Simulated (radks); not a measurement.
The numbers below are computed, except where a source is named.
Ionisation of the praseodymium ion Pr+, [Xe] 4f3 6s1, to Pr2+, [Xe] 4f3, under several functionals. Dirac Kohn-Sham, spin-unpolarised, spherical densities, point nucleus; open shells fill j = l - 1/2 first; a radial shooting solver on a logarithmic mesh with Libxc functionals.

| functional | E(Pr+) (hartree) | Exc (hartree) | IE (eV) | -e(HOMO) (eV) | <r> HOMO (bohr) | IE error (eV) |
|---|---|---|---|---|---|---|
| PBE | -9242.4226 | -216.5477 | 10.617 | 7.118 | 1.169 | -0.014 |
| AM05 | -9235.9532 | -210.0118 | 10.491 | 7.181 | 1.164 | -0.140 |
| XLYP | -9243.8704 | -218.0036 | 10.795 | 6.954 | 1.173 | +0.164 |
| SOGGA | -9238.5407 | -212.6236 | 10.434 | 7.063 | 1.167 | -0.197 |
| LDA (Slater exchange, Perdew-Zunger correlation) | -9235.6830 | -209.7364 | 10.819 | 7.383 | 1.166 | +0.188 |
| RPBE | -9242.8064 | -216.9375 | 10.573 | 7.059 | 1.167 | -0.058 |
| exchange-only LDA | -9229.9707 | -203.9478 | 9.982 | 5.966 | 1.185 | -0.649 |
| BLYP | -9243.1856 | -217.3113 | 10.719 | 6.936 | 1.173 | +0.088 |
| PBEsol | -9238.9810 | -213.0665 | 10.524 | 7.166 | 1.167 | -0.107 |

NIST Atomic Spectra Database: 10.63 eV (semi-empirical). Closest: PBE. The Delta-SCF values span 0.84 eV, the total energies 13.90 hartree. The highest occupied level is 4f5/2. Spin polarisation and multiplet splitting are left out, so open shells lie too high by an amount that depends on their filling.

Beside tabulated values, note that spin-unpolarised runs miss the spin-polarisation part of the exchange energy of open shells.
